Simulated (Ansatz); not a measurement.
C₂H₅Se (`CC[Se]`) radical, relaxed with UKS PBE0-D4/def2-TZVP in Ansatz 0.2.0 from a PBE-D4/def2-SVP geometry. The force threshold is 0.005 eV/Å; the program also tests the step.

The species carries charge 0 and has multiplicity 2.

Start:

```xyz
8

C    -0.007    0.757   -0.335
C    -0.061   -0.569    0.411
Se    0.655   -2.117   -0.553
H    -0.436    1.574    0.285
H    -0.580    0.709   -1.282
H     1.036    1.033   -0.589
H    -1.101   -0.853    0.688
H     0.494   -0.534    1.374
```

```csv
step,energy (eV),largest force (eV/Å),largest move (Å)
1,-67494.8978,0.489,0.000
2,-67494.9264,0.136,0.029
3,-67494.9287,0.016,0.009
4,-67494.9288,0.004,0.002
```

End:

```xyz
8

C    -0.007    0.751   -0.332
C    -0.065   -0.563    0.415
Se    0.651   -2.088   -0.551
H    -0.429    1.556    0.277
H    -0.572    0.699   -1.264
H     1.022    1.016   -0.581
H    -1.089   -0.842    0.680
H     0.490   -0.528    1.357
```

Run time 25 s (4 threads of a server CPU on a shared host); peak host memory 0.61 GiB.
